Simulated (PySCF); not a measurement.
O$_{2}$Se, charge -1, quartet, at a GFN2-xTB geometry of the parent state (a state made from the parent by changing its charge; the spin is typed, not shown lowest) (a gas-phase anion, which may not be bound at this level); PySCF with PBE/def2-SVP.

Here is a job for PySCF.
```python
from pyscf import gto, scf, dft

mol = gto.Mole()
mol.atom = '''
    O    -1.361772    0.598247    0.035147
    Se    0.015899   -0.312514   -0.026176
    O     1.294203    0.729935    0.076102
'''
mol.basis = 'def2-svp'
mol.charge = -1
mol.spin = 3
mol.verbose = 4
mol.build()

mf = dft.ROKS(mol)
mf.xc = 'pbe'
mf.kernel()
```

Question: What does PySCF print? Leave out banner, timings and long lists.

Answer: 
```
PySCF version 2.14.0

[INPUT] verbose = 4
[INPUT] num. atoms = 3
[INPUT] num. electrons = 51
[INPUT] charge = -1
[INPUT] spin (= nelec alpha-beta = 2S) = 3
[INPUT] symmetry False subgroup None
[INPUT] Mole.unit = angstrom
[INPUT] Symbol           X                Y                Z      unit          X                Y                Z       unit  Magmom
[...]
nuclear repulsion = 186.923525288033
number of shells = 24
number of NR pGTOs = 122
number of NR cGTOs = 60
basis = def2-svp
ecp = {}

******** <class 'pyscf.dft.roks.ROKS'> ********
method = ROKS
initial guess = minao
damping factor = 0
level_shift factor = 0
DIIS = <class 'pyscf.scf.diis.CDIIS'>
diis_start_cycle = 1
diis_space = 8
diis_damp = 0
SCF conv_tol = 1e-09
SCF conv_tol_grad = None
SCF max_cycles = 50
direct_scf = True
direct_scf_tol = 1e-13
num. doubly occ = 24  num. singly occ = 3
XC library pyscf.dft.libxc version 7.1.2
    S. Lehtola, C. Steigemann, M. J. T. Oliveira, and M. A. L. Marques,  SoftwareX 7, 1–5 (2018)
XC functionals = pbe
    J. P. Perdew, K. Burke, and M. Ernzerhof,  Phys. Rev. Lett. 77, 3865 (1996)
    J. P. Perdew, K. Burke, and M. Ernzerhof,  Phys. Rev. Lett. 78, 1396 (1997)
    J. P. Perdew, K. Burke, and M. Ernzerhof,  Phys. Rev. Lett. 77, 3865 (1996)
    J. P. Perdew, K. Burke, and M. Ernzerhof,  Phys. Rev. Lett. 78, 1396 (1997)
radial grids:
    Treutler-Ahlrichs [JCP 102, 346 (1995); DOI:10.1063/1.469408] (M4) radial grids

becke partition: Becke, JCP 88, 2547 (1988); DOI:10.1063/1.454033
pruning grids: <function nwchem_prune>
grids dens level: 3
symmetrized grids: False
atomic radii adjust function: <function treutler_atomic_radii_adjust>
small_rho_cutoff = 0
Set gradient conv threshold to 3.16228e-05
tot grids = 48592
init E= -2550.47266284925
[...]
cycle= 1 E= -2550.55959735949  delta_E= -0.0869  |g|= 1.09  |ddm|= 2.41
[...]
cycle= 2 E= -2549.24767280998  delta_E= 1.31  |g|= 2.47  |ddm|= 2.41

WARN: HOMO 0.290648565680047 >= LUMO 0.287424300300889

cycle= 3 E= -2550.78281176096  delta_E= -1.54  |g|= 0.255  |ddm|= 4.38
[...]
cycle= 4 E= -2550.7907574078  delta_E= -0.00795  |g|= 0.342  |ddm|= 4.13

WARN: HOMO 0.27112343073952 >= LUMO 0.249568228213156

cycle= 5 E= -2550.79115847796  delta_E= -0.000401  |g|= 0.267  |ddm|= 3.77
[...]
cycle= 6 E= -2550.75134549439  delta_E= 0.0398  |g|= 0.51  |ddm|= 3.89
[...]
cycle= 7 E= -2550.79675308111  delta_E= -0.0454  |g|= 0.349  |ddm|= 0.321
[...]
cycle= 8 E= -2550.79964039033  delta_E= -0.00289  |g|= 0.308  |ddm|= 0.49

[...]
[...]
cycle= 22 E= -2550.82883216951  delta_E= 0.00924  |g|= 0.178  |ddm|= 0.281
[...]
cycle= 23 E= -2550.81987977193  delta_E= 0.00895  |g|= 0.238  |ddm|= 0.154
[...]
cycle= 24 E= -2550.81736424222  delta_E= 0.00252  |g|= 0.256  |ddm|= 0.246
[...]
cycle= 25 E= -2550.79520603584  delta_E= 0.0222  |g|= 0.341  |ddm|= 0.464
[...]
cycle= 26 E= -2550.82720426251  delta_E= -0.032  |g|= 0.192  |ddm|= 0.503
[...]
cycle= 27 E= -2550.83451063044  delta_E= -0.00731  |g|= 0.126  |ddm|= 0.122
[...]
cycle= 28 E= -2550.80177349518  delta_E= 0.0327  |g|= 0.307  |ddm|= 0.953
[...]
cycle= 29 E= -2550.83490476344  delta_E= -0.0331  |g|= 0.119  |ddm|= 0.927
[...]
cycle= 30 E= -2550.83382675933  delta_E= 0.00108  |g|= 0.134  |ddm|= 0.432
[...]
cycle= 31 E= -2550.82356697532  delta_E= 0.0103  |g|= 0.132  |ddm|= 1.06
[...]
cycle= 32 E= -2550.82063234531  delta_E= 0.00293  |g|= 0.164  |ddm|= 0.144
[...]
cycle= 33 E= -2550.81504317892  delta_E= 0.00559  |g|= 0.211  |ddm|= 0.151
[...]
cycle= 34 E= -2550.80424602557  delta_E= 0.0108  |g|= 0.285  |ddm|= 0.29
[...]
cycle= 35 E= -2550.80382891546  delta_E= 0.000417  |g|= 0.289  |ddm|= 0.0363
[...]
cycle= 36 E= -2550.80619699457  delta_E= -0.00237  |g|= 0.272  |ddm|= 0.103
[...]
cycle= 37 E= -2550.80848711799  delta_E= -0.00229  |g|= 0.257  |ddm|= 0.0615
[...]
cycle= 38 E= -2550.83574765928  delta_E= -0.0273  |g|= 0.0919  |ddm|= 0.846
[...]
cycle= 39 E= -2550.83939185676  delta_E= -0.00364  |g|= 0.0256  |ddm|= 0.742
[...]
cycle= 40 E= -2550.80607430111  delta_E= 0.0333  |g|= 0.269  |ddm|= 1.33

WARN: HOMO 0.268018125705089 >= LUMO 0.25702044661926

cycle= 41 E= -2550.79830326628  delta_E= 0.00777  |g|= 0.18  |ddm|= 3.93
[...]
cycle= 42 E= -2550.83681366682  delta_E= -0.0385  |g|= 0.0819  |ddm|=  3.8
[...]
cycle= 43 E= -2550.83968666468  delta_E= -0.00287  |g|= 0.0168  |ddm|= 0.176
[...]
cycle= 44 E= -2550.79496430648  delta_E= 0.0447  |g|= 0.336  |ddm|= 0.894
[...]
cycle= 45 E= -2550.79488085178  delta_E= 8.35e-05  |g|= 0.338  |ddm|= 0.0383
[...]
cycle= 46 E= -2550.80357729681  delta_E= -0.0087  |g|= 0.283  |ddm|= 0.329
[...]
cycle= 47 E= -2550.80401561827  delta_E= -0.000438  |g|= 0.281  |ddm|= 0.0875
[...]
cycle= 48 E= -2550.8032414765  delta_E= 0.000774  |g|= 0.286  |ddm|= 0.167
[...]
cycle= 49 E= -2550.80428900768  delta_E= -0.00105  |g|= 0.28  |ddm|= 0.0295
[...]
cycle= 50 E= -2550.80350914949  delta_E= 0.00078  |g|= 0.284  |ddm|= 0.0139
SCF not converged.
SCF energy = -2550.80350914949
```

Convergence was not reached.
